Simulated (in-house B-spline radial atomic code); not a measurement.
Values are calculated unless marked as measured or tabulated.
**Weak and strong correlation along the adiabatic connection**

Two-electron singlets in several external potentials (atomic units), by full CI in B-splines with partial waves to l = 8 (correlation energies up to 0.6 % small). The repulsion is scaled by λ at fixed density; W(λ) is the mean repulsion less the Hartree energy, W(0) = E_x, and the area under W from 0 to 1 is E_xc.

Relative drop (W(λ) − E_x)/E_x:

| system | λ = 0.12 | λ = 0.25 | λ = 0.4 | λ = 0.6 | λ = 0.8 | λ = 1 |
| --- | --- | --- | --- | --- | --- | --- |
| −Z exp(−kr)/r, Z = 3.44, k = 0.354 | 0.0059 | 0.0121 | 0.0190 | 0.0278 | 0.0363 | 0.0444 |
| −V exp(−r²/w²), V = 2.04, w = 7.84 | 0.0328 | 0.0628 | 0.0918 | 0.1230 | 0.1481 | 0.1685 |
| −Z/r, Z = 1.5, wall at 8 bohr | 0.0162 | 0.0324 | 0.0495 | 0.0701 | 0.0884 | 0.1049 |
| −Z/r, Z = 7 | 0.0027 | 0.0055 | 0.0088 | 0.0131 | 0.0172 | 0.0213 |
| −V exp(−r²/w²), V = 5.52, w = 5.01 | 0.0199 | 0.0394 | 0.0595 | 0.0831 | 0.1034 | 0.1211 |
| ω²r²/2 − Z/r, ω = 0.449, Z = 2 | 0.0099 | 0.0201 | 0.0312 | 0.0450 | 0.0579 | 0.0698 |
| −V exp(−r²/w²), V = 7.08, w = 8.08 | 0.0236 | 0.0462 | 0.0692 | 0.0954 | 0.1175 | 0.1364 |

Order the systems by how far second-order (GL2) theory, half the initial slope (estimated from the first points of each curve), overshoots the correlation energy, least first.
A. −V exp(−r²/w²), V = 5.52, w = 5.01
B. −Z exp(−kr)/r, Z = 3.44, k = 0.354
C. −Z/r, Z = 7
D. −V exp(−r²/w²), V = 7.08, w = 8.08
E. −V exp(−r²/w²), V = 2.04, w = 7.84
F. ω²r²/2 − Z/r, ω = 0.449, Z = 2
G. −Z/r, Z = 1.5, wall at 8 bohr

C (GL2/E_c = 1.04), B (GL2/E_c = 1.08), F (GL2/E_c = 1.14), G (GL2/E_c = 1.22), A (GL2/E_c = 1.28), D (GL2/E_c = 1.33), E (GL2/E_c = 1.48).

What else changes along this order?

The ratio follows the bend of the curve. With it the leading natural occupation goes from 1.999 to 1.906 and −T_c/E_c from 0.96 to 0.68 between the first and the last.
